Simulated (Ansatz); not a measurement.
AsH5Se, closed shell: a pair in one relaxed arrangement.

The input file, in.yaml:

```yaml
crystal:
  periodic: [false, false, false]
  atoms:
    - {symbol: Se, position_ang: [-0.495343, -0.134277, -2.462526]}
    - {symbol: H, position_ang: [0.958494, -0.226669, -2.632989]}
    - {symbol: H, position_ang: [-0.348229, -0.027343, -1.005655]}
    - {symbol: As, position_ang: [0.042744, 0.107656, 2.156150]}
    - {symbol: H, position_ang: [-0.987788, 0.940251, 1.406500]}
    - {symbol: H, position_ang: [1.141589, 0.484632, 1.172515]}
    - {symbol: H, position_ang: [-0.311566, -1.144249, 1.366104]}
basis:
  gaussian: {orbitals: "def2-TZVPPD.json"}
hamiltonian: {xc: r2scan, dispersion: d4}
```

The basis file named in the input lies beside it (Basis Set Exchange, JSON).

Run by:

```bash
ansatz run in.yaml --threads 4 --pin off --events-out ev --progress --plain --max-ram 9574MiB
```

Output of Ansatz 0.2.0:

```
Functional definition: r2SCAN
  name "r2SCAN"
  cite "Furness, Kaplan, Ning, Perdew & Sun, J. Phys. Chem. Lett. 11, 8208 (2020) doi:10.1021/acs.jpclett.0c02405"
  cite "Furness, Kaplan, Ning, Perdew & Sun, J. Phys. Chem. Lett. 11, 9248 (2020) doi:10.1021/acs.jpclett.0c03077"
  parent r2scan
  parameter k0 = 0.174
  parameter k1 = 0.065
  parameter a1 = 4.9479
  exchange = r2scan_x(k0 = k0, k1 = k1, a1 = a1)
  correlation = r2scan_c
1125 factors; their error is unknown
mean field evaluation 1: about -126270.7565 eV, gradient 1.7e1 eV
mean field evaluation 2: about -126271.1534 eV, gradient 1.1e1 eV
mean field evaluation 4: about -126271.4146 eV, gradient 5.1e-1 eV
mean field evaluation 8: about -126271.3949 eV, gradient 2.0e-1 eV
mean field evaluation 16: about -126271.3949 eV, gradient 3.5e-5 eV
mean field -126271.39491991 eV, -4640.3881734810 hartree, gradient 3.5e-5 eV, S^2 0.000000; 0 other end points of the search recorded, 0 dependent functions left out
reference -126271.39493634 eV, -4640.3881740848 hartree; 36, 36 occupied and 160, 160 virtual orbitals, 1125 factors
Total energy: -126271.41976498 eV, -4640.3890865204 hartree
```

The lines “mean field evaluation” count trial sets of orbitals through the whole run, from several starts and some on an approximate energy, so they need not fall steadily or lie above the final value.

The run took about 3.2 s on 4 CPU threads of an Arm Neoverse V1 (shared host).
